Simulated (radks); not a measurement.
Task: All-electron atom: Cd6+ in [Kr] 4d6. All-electron calculation, Dirac Kohn-Sham, BLYP, spin-unpolarised, spherical densities, finite nucleus; open shells fill j = l - 1/2 first; Fermi nuclear charge, rms radius 4.6087 fm. Program: a radial shooting solver on a logarithmic mesh with Libxc functionals. Some entries of the table are withheld. Estimate them.

orbital,occ.,eigenvalue (eV),r(max) (bohr)
1s1/2,2,-26610.72,0.01968
2s1/2,2,-4033.943,0.1114
2p1/2,2,-3762.657,0.08595
2p3/2,4,-3570.104,0.09030
3s1/2,2,-830.6609,(1)
3p1/2,2,(2),0.3103
3p3/2,4,(3),0.3203
3d3/2,4,-495.1985,0.2638
3d5/2,6,-488.1888,0.2666
4s1/2,2,-198.6053,(4)
4p1/2,2,(5),0.8177
4p3/2,4,(6),0.8407
4d3/2,4,-99.4745,0.9244
4d5/2,2,-98.5228,0.9325

Result: 
(1) 3s1/2 r(max) (bohr): 0.3239
(2) 3p1/2 eigenvalue (eV): -721.9752
(3) 3p3/2 eigenvalue (eV): -687.5315
(4) 4s1/2 r(max) (bohr): 0.7888
(5) 4p1/2 eigenvalue (eV): -162.7913
(6) 4p3/2 eigenvalue (eV): -156.4534
